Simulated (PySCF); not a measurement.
C5H10, SMILES C[C@H]1C[C@@H]1C. Atoms are numbered in the order given.

```xyz
15

C     -1.9481     0.0720    -0.5009
C     -0.6049    -0.4447    -0.0615
C      0.0000     0.0000     1.2405
C      0.6049     0.4447    -0.0615
C      1.9481    -0.0720    -0.5009
H     -2.0822     1.1238    -0.2027
H     -2.7703    -0.5069    -0.0503
H     -2.0619     0.0199    -1.5956
H     -0.4087    -1.4890    -0.3339
H      0.5509    -0.7345     1.8356
H     -0.5509     0.7345     1.8356
H      0.4087     1.4890    -0.3339
H      2.7703     0.5069    -0.0503
H      2.0822    -1.1238    -0.2027
H      2.0619    -0.0199    -1.5956
```
Charge 0, spin multiplicity 1.

Geometry optimised at PBE0-D3(BJ)/def2-SVP.

Calculation: PBE0/pcSseg-1 (PySCF).

GIAO shieldings, no solvent; atoms alike by connectivity are averaged. δ = σ(ref) − σ: ¹³C against TMS (σ = 186.3 ppm); ¹H against TMS (σ = 31.56 ppm), references at their B3LYP-D3(BJ)/def2-TZVP geometries, non-relativistic.

Computed chemical shifts:
```json
[
 {"nucleus": "¹³C", "atoms": "C1, C5", "count": "2", "δ (ppm)": "22.6"},
 {"nucleus": "¹³C", "atoms": "C2, C4", "count": "2", "δ (ppm)": "17.3"},
 {"nucleus": "¹³C", "atoms": "C3", "count": "1", "δ (ppm)": "17.1"},
 {"nucleus": "¹H", "atoms": "H6, H7, H8, H13, H14, H15", "count": "6", "δ (ppm)": "1.32"},
 {"nucleus": "¹H", "atoms": "H9, H12", "count": "2", "δ (ppm)": "0.42"},
 {"nucleus": "¹H", "atoms": "H10, H11", "count": "2", "δ (ppm)": "0.39"}
]
```
